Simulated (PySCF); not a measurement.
Geometries of 4 isomers of C4H8F2Si, from PBE0-D3(BJ)/def2-SVP geometry optimisation, gas phase in PySCF 2.14.0. One conformer each, no zero-point energy, no frequencies.

Question: Which isomer lies lowest at this level?
A.
```xyz
15
angstrom
C     -1.088    1.348    0.969
C     -0.542    0.421    0.169
Si    -1.470   -1.202   -0.109
C      0.771    0.684   -0.521
C      1.852   -0.313   -0.182
F      1.474   -1.556   -0.580
F      2.987   -0.004   -0.842
H     -0.594    2.310    1.157
H     -2.054    1.194    1.461
H     -0.888   -2.326    0.684
H     -2.883   -0.993    0.332
H     -1.452   -1.573   -1.555
H      0.651    0.643   -1.618
H      1.150    1.688   -0.270
H      2.077   -0.360    0.899
```
B.
```xyz
15
angstrom
C      1.536   -0.147   -0.374
C      0.086    0.066    0.007
C     -0.219    1.468    0.444
F      0.092    2.355   -0.540
F      0.523    1.810    1.523
C     -0.975   -0.568   -0.911
Si    -0.895   -1.333    0.784
H      1.793    0.465   -1.254
H      1.735   -1.200   -0.624
H      2.201    0.137    0.454
H     -1.285    1.616    0.697
H     -0.592   -1.111   -1.782
H     -1.844    0.052   -1.160
H     -1.974   -1.012    1.751
H     -0.200   -2.627    0.979
```
C.
```xyz
15
angstrom
F      2.668    0.997    0.045
C      1.903   -0.118   -0.043
F      2.535   -1.099    0.653
C      0.543    0.139    0.523
C     -0.499   -1.004    0.419
C     -1.813   -0.188    0.304
Si    -0.748    1.240   -0.341
H      1.876   -0.432   -1.103
H      0.667    0.459    1.572
H     -0.328   -1.572   -0.512
H     -0.463   -1.731    1.246
H     -2.221    0.048    1.300
H     -2.613   -0.631   -0.304
H     -0.581    1.229   -1.828
H     -0.968    2.642    0.124
```
D.
```xyz
15
angstrom
F     -1.219   -1.819    0.678
C     -0.646   -0.569    0.722
C     -1.600    0.502    0.200
Si    -0.455    1.925   -0.317
C      1.155    0.879   -0.143
F      1.727    1.168    1.094
C      0.628   -0.545   -0.118
H     -0.384   -0.362    1.774
H     -2.382    0.763    0.927
H     -2.102    0.101   -0.697
H     -0.713    2.389   -1.713
H     -0.448    3.093    0.609
H      1.927    1.021   -0.917
H      1.384   -1.248    0.264
H      0.370   -0.856   -1.146
```

Answer: D. That is `F[C@@H]1C[SiH2][C@@H](F)C1`, 5.2 kcal/mol below the next.

```tsv
SMILES	atoms numbered as above	E (Eh)	relative (kcal/mol)	relative (kJ/mol)	dipole (D)
F[C@@H]1C[SiH2][C@@H](F)C1	[F:1][C@@H:2]1[CH2:3][SiH2:4][C@@H:5]([F:6])[CH2:7]1	-645.56431	0.0	0.0	1.61
FC(F)[C@@H]1CC[SiH2]1	[F:1][CH:2]([F:3])[C@@H:4]1[CH2:5][CH2:6][SiH2:7]1	-645.55610	5.2	21.6	2.34
C=C([SiH3])CC(F)F	[CH2:1]=[C:2]([SiH3:3])[CH2:4][CH:5]([F:6])[F:7]	-645.54144	14.4	60.0	2.08
C[C@@]1(C(F)F)C[SiH2]1	[CH3:1][C@@:2]1([CH:3]([F:4])[F:5])[CH2:6][SiH2:7]1	-645.53583	17.9	74.8	2.23
```

As drawn, the highest has a three-membered ring and two fluorines on one carbon, which the lowest lacks.
